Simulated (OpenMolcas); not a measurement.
Cu2+ (d9) on a cation site of an ionic host was computed by SS-CASPT2, IPEA 0.25 Eh, imaginary shift 0.1 Eh with the d shell active (OpenMolcas, ANO-RCC-VTZP on the metal). Its lowest spin-free states, and all those of the highest spin:

```csv
2S+1,Degeneracy,E (cm-1)
2,3,0
2,2,3470
```

Problem. Is the site octahedral, tetrahedral or cube-like, axial, or of lower symmetry?

Solution. The states with 2S+1 = 2 have orbital degeneracies 3, 2. Threefold states need a cubic site. For d9 at this spin an octahedron puts the twofold E below the threefold T2 and a tetrahedron or cube puts the threefold T2 below the twofold E, so the site is a tetrahedron or a cube, which this pattern cannot tell apart. The first gap at this spin, 3470 cm-1, is |10Dq| in ligand-field theory. The run had Cu2+ with its 8 nearest fluoride ions at 2.238 Å, on the Ca site of CaF2 (a = 5.46294 Å, distance in the model lattice 2.366 Å). The rest of the host is ab initio model potentials to 7.6 Å and point charges beyond; the distance is set by hand and nothing relaxes. Ligand basis ANO-RCC-VDZP.

Roots that are degenerate in the reference are averaged as groups; the widest CASPT2 spread within a group is 30 cm-1 (the 3-fold group of multiplicity 2 near 0 cm-1 above the lowest state of its run). Shifts and gaps below about the spread of the groups concerned are not significant. Over all roots computed the reference weight is 0.69; a low but even weight reflects the number of correlated electrons. An orbital triplet at a regular site is open to Jahn-Teller coupling, which can distort the site and quench the lowest spin-orbit gaps and is left out. A single d shell leaves out the double-shell effect, which counts most for late 3d ions, where the CASPT2 field can be off either way by tens of per cent. Ligand-to-metal charge-transfer states are missing. With one d shell and no ligand orbital active, 10Dq can be off by tens of per cent for divalent 3d ions, low with halides held by bare charges and at times high in hosts. Free-ion shares, where given, are those of the reference states; single-state CASPT2 does not remix them. No measured value stands beside these numbers; the geometry was set by hand and not optimised.
